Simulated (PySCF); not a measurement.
Method: PySCF with PBE-D3(BJ)/def2-TZVP // B3LYP-D3(BJ)/def2-SVP. Isolated molecules, 0 K electronic values unless said otherwise. One relaxed conformer stands for a flexible species; it need not be the lowest. Excitations are Tamm–Dancoff values on a coarser integration grid. The basis has no diffuse functions, so Rydberg states are missing or too high.

Reference species (SMILES): `c1cc(O)cc(B)n1` (neutral, multiplicity 1).

```json
{
 "HOMO–LUMO gap": "2.65 eV",
 "T1 excitation (TDA)": "2.48 eV",
 "S1–T1 gap (TDA)": "0.28 eV"
}
```

After one change: the HOMO–LUMO gap rises by 0.02 eV; the T1 excitation (TDA) falls by 0.02 eV; the S1–T1 gap (TDA) rises by 0.08 eV.

### Question
Name the change that produced these shifts. The new species is one of these.
A. `Bc1ccc(O)cn1`
B. `Bc1cnccc1O`
C. `Bc1ncccc1O`
D. `Bc1cccnc1O`

### Answer
C, `Bc1ncccc1O`
